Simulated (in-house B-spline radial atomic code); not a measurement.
**Binding energies in the platinum ion Pt⁴¹⁺**

NIST's tabulated ground configuration is [Kr] 4d1; each binding energy is the energy of the ion with one electron taken from that subshell, relaxed, less that of the parent. All numbers are computed (Dirac-Hartree-Fock, average of configuration; Fermi nucleus of rms radius 5.427 fm) with an all-electron radial atomic-structure program (B-spline basis), not measured. Energies include first-order Breit, QED and recoil terms.

| subshell | X-ray name | binding energy (eV) | -ε (eV) | relaxation (eV) |
| --- | --- | --- | --- | --- |
| 1s | K | 80336.8 | 80816.1 | 60.3 |
| 2s | L1 | 15834.1 | 15912.4 | 24.5 |
| 2p1/2 | L2 | 15222 | 15303.6 | 29.0 |
| 2p3/2 | L3 | 13511.2 | 13570.3 | 25.6 |
| 3s | M1 | 5182.3 | 5199.9 | 5.9 |
| 3p1/2 | M2 | 4914.9 | 4932.4 | 6.7 |
| 3p3/2 | M3 | 4522.4 | 4534.8 | 5.7 |
| 4s | N1 | 2360.9 | 2365.3 | 0.8 |
| 4p1/2 | N2 | 2236.3 | 2240.4 | 0.9 |
| 4p3/2 | N3 | 2113.7 | 2116.5 | 0.7 |
| 4d | N4,5 | 1925.4 | 1927.1 | 0.8 |

Relaxation = -ε minus the binding energy without Breit, QED and recoil terms.

Emission lines follow as differences of binding energies, with λ = 12398.42 eV·Å / E:

```tsv
line	holes	energy (eV)	wavelength (Å)
K-L3	1s → 2p3/2	66825.6	0.18553
K-L2	1s → 2p1/2	65114.8	0.19041
K-M3	1s → 3p3/2	75814.4	0.16354
L1-M3	2s → 3p3/2	11311.7	1.0961
L3-M1	2p3/2 → 3s	8328.9	1.4886
```

What screening constant σ does Moseley's law, E = (3/4)·13.6057 eV·(Z - σ)², need for K-L3?

σ = -2.92.

Moseley's non-relativistic formula needs a falling, then negative, screening constant for heavy elements, because relativity binds the 1s electron more strongly than the formula allows.

What does it cost to remove both a 2p1/2 and a 4d electron?

17231 eV, which is 84.02 eV more than the two single binding energies together.

What does it cost to remove two 2s electrons?

31967 eV, which is 299.2 eV more than the two single binding energies together.

What does it cost to remove two 1s electrons?

162250 eV, which is 1575 eV more than the two single binding energies together.
